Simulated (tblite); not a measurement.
C8H12BN.
Geometry (GFN2-xTB, Å), atoms numbered from 1 in this order:
```xyz
22
C8H12BN angstrom
C      3.2670    1.7475    0.7437
C      2.5581    0.7497   -0.0333
C      1.9812   -0.0755   -0.6845
C      1.2674   -1.0917   -1.4379
B      0.1233   -1.7546   -0.5381
N     -0.9619   -0.9898   -0.1352
C     -2.0214   -1.4126    0.6596
C     -2.9074   -0.4569    0.9130
C     -2.4875    0.8258    0.2564
C     -1.1883    0.4201   -0.4630
H      2.5589    2.4037    1.2511
H      3.9030    2.3520    0.0964
H      3.8917    1.2610    1.4932
H      0.8420   -0.6149   -2.3276
H      1.9938   -1.8316   -1.7832
H      0.1780   -2.8752   -0.1953
H     -2.0364   -2.4346    0.9922
H     -3.8007   -0.5462    1.5002
H     -2.3169    1.6124    0.9952
H     -3.2461    1.1883   -0.4411
H     -1.2786    0.5322   -1.5473
H     -0.3298    1.0101   -0.1345
```

Level: GFN2-xTB in tblite, geometry and Hessian alike; calculated harmonic values, unscaled, isolated species. The method is semi-empirical: single wavenumbers can be off by several per cent or more. Modes of hydrogen on boron can be 10 to 20 % off. One conformer, not necessarily the lowest. The optimisation stopped once no atom felt more than 0.01 eV/Å.

Lowest wavenumbers of the output (negative numbers stand for imaginary wavenumbers):
```
mode    cm-1
  1     -44.8
  2      41.1
  3      49.7
  4      83.3
  5     160.4
  6     167.5
  7     224.0
  8     239.5
  9     297.6
 10     297.8
 11     337.4
 12     460.7
 13     475.2
 14     603.3
 15     713.1
```

Is this structure a minimum?

Not by this Hessian. 1 mode is imaginary beyond 20i (45i cm⁻¹), so at this level the point lies at or near a first-order saddle. The curvature is small, so loose convergence or finite differences may be the whole cause.

Which atoms move in the imaginary mode?

45i: H11 (methyl hydrogen) 33 %, H13 (methyl hydrogen) 33 %, H12 (methyl hydrogen) 33 %. These are shares of the mass-weighted motion.

What is the remedy?

Step along that mode in both directions, optimise again with tighter thresholds and repeat the frequencies. The zero-point energy of this point (113.1 kcal/mol) counts the 59 real modes alone, and thermal corrections from it aren't those of a minimum.
